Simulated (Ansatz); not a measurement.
Basis sets compared for MnMe2 (C2H6Mn). Total charge 0; sextet. Geometry r2SCAN-D4/def2-TZVP. Ansatz on 4 threads of Arm Neoverse V1 on a shared host; times are rough, and most runs start from earlier orbitals.

Cartesian coordinates in Å:
```
Mn -0.003 -0.002 0.033
C 0.254 -2.045 -0.130
H 1.138 -2.305 -0.726
H -0.601 -2.534 -0.613
H 0.382 -2.531 0.845
C -0.255 2.045 0.134
H -0.234 2.420 1.164
H -1.211 2.367 -0.296
H 0.530 2.586 -0.410
```

Binding counts from free atoms (Mn sextet, C triplet, H doublet) in the same basis, without a counterpoise term.

| level | functions | energy (Eh) | HOMO (eV) | LUMO (eV) | binding per atom (eV) | wall time |
| --- | --- | --- | --- | --- | --- | --- |
| PBE-D4/def2-SVP | 89 | -1230.2239 | -5.12 | -3.32 | 3.54 | 1.3 s |
| PBE-D4/def2-TZVP | 143 | -1230.4779 | -5.27 | -3.46 | 3.52 | 1.9 s |
| r2SCAN-D4/def2-TZVP (with forces) | 143 | -1230.7668 | -5.51 | -2.50 | 3.49 | 4.4 s |
| PBE0-D4/def2-SVP | 89 | -1230.2796 | -6.35 | -1.84 | 3.48 | 1.5 s |
| PBE0-D4/def2-TZVP | 143 | -1230.5244 | -6.45 | -1.89 | 3.46 | 2.3 s |

(1) Estimate the rows for PBE-D4/def2-TZVPD, r2SCAN-D4/def2-TZVPD, PBE0-D4/def2-TZVPD.

Answers

(1) 
```csv
level,functions,energy (Eh),HOMO (eV),LUMO (eV),binding per atom (eV),wall time
PBE-D4/def2-TZVPD,176,-1230.4789,-5.29,-3.48,3.52,2.7 s
r2SCAN-D4/def2-TZVPD,176,-1230.7675,-5.52,-2.50,3.49,5.5 s
PBE0-D4/def2-TZVPD,176,-1230.5252,-6.46,-1.89,3.47,3.1 s
```
